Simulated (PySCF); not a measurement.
CH2N, SMILES C=[N], multiplicity 2. Atoms are numbered in the order given.

```xyz
4

C      0.0000     0.0000     0.5009
N      0.0000     0.0000    -0.7366
H      0.0000    -0.9360     1.0754
H      0.0000     0.9360     1.0754
```
Charge 0, spin multiplicity 2.

Geometry optimised at B3LYP-D3(BJ)/def2-TZVPD. The isomer is the one that the SMILES or the coordinates give; other isomers of the formula were not compared.

Two levels are set side by side: PBE/pcH-1 (PySCF) and B3LYP/pcH-1 (PySCF). Contact hyperfine couplings, same geometry. Differences are taken from unrounded values.

```csv
quantity,B3LYP,PBE,PBE minus B3LYP
"A(iso) of 13C, atom C1 (MHz)",-72.6,-63.0,9.6
"A(iso) of 14N, atom N2 (MHz)",23.1,13.8,-9.4
"A(iso) of 1H, atom H3 (MHz)",239.6,241.1,1.5
"A(iso) of 1H, atom H4 (MHz)",239.6,241.1,1.5
```

Rough cost on one machine, each run with all the roots and properties that it gave: B3LYP against PBE within a factor of 2.
